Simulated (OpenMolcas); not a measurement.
An OpenMolcas run meant for Sn (ANO-R3, X2C; inactive shells 1s 2s 2p 3s 3p 3d 4s 4p 4d; intended active space 4 electrons in 9 orbitals (RAS2 5s 5p; RAS3 5d, at most 2 electrons)). One step of its input:

```
&CASPT2
Multistate=3 1 2 3
Frozen=9 9
IPEA=0.25
Imaginary=0.1
MaxIter=60
WThr=0.0 0.3 0.05
PrWF=0.5
NoMix
Deleted=22 23
```

The run finished. Its levels beside those of a sound run (SS-RASPT2, IPEA 0.25 Eh, imaginary shift 0.1 Eh (closed shells correlated: 4d)), in cm-1 above each run's lowest level:

```tsv
Level	This run	Usual run
5s2 5p2 3P0	0.0	0.0
5s2 5p2 3P1	1467	1476
5s2 5p2 3P2	3111	3099
5s2 5p2 1D2	8827	8541
5s2 5p2 1S0	17604	17286
```

Q: Which setting is unsound, and how much does it matter here?

A: Nearly half of the orbitals are deleted from the virtual space, which removes much of the correlation energy. Against the sound run the excited levels shown move by 160 cm-1 on average and by 320 cm-1 at most.

CASPT2 does not keep the components of a term degenerate, so their means are used; among the terms shown or strongly mixed into the levels shown the widest spread is 16 cm-1 (5s2 5p2 3P, this run). Active for correlation alone: 5d; no level in the range computed is led by a configuration that fills it, so any true level of that kind is missing. Levels of configurations outside the active space are missing.
